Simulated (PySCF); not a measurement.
## Gallium: a sound run and one with changed settings

Sound run: Ga [Ar] 3d10 4s2 4p1, Ga⁺ [Ar] 3d10 4s2. Calculation: PySCF 2.14, in aug-cc-pVDZ-PP with ECP10MDF (5s4p3d, 32 functions); a scalar-relativistic core potential. In the sound run the correlated levels freeze 3s2 3p6 3d10 outside the core potential. The sound run starts from symmetry-adapted Hartree-Fock orbitals and uses a fine grid where one is needed.

Changed run: initial guess 1e, at most 50 SCF cycles.

```json
{"species": "Ga", "method": "UHF", "sound run (hartree)": "-258.29123", "changed run (hartree)": "-258.29123", "converged": "yes"}
{"species": "Ga", "method": "r2SCAN", "sound run (hartree)": "-259.33157", "changed run (hartree)": "-259.33157", "converged": "yes"}
{"species": "Ga", "method": "CCSD(T)", "sound run (hartree)": "-258.33517", "changed run (hartree)": "-258.33517", "converged": "yes"}
{"species": "Ga⁺", "method": "BP86", "sound run (hartree)": "-259.35433", "changed run (hartree)": "-259.35433", "converged": "yes"}
{"species": "Ga⁺", "method": "MP2", "sound run (hartree)": "-258.11164", "changed run (hartree)": "-258.11164", "converged": "yes"}
```

Here the plain start reaches the same solutions.
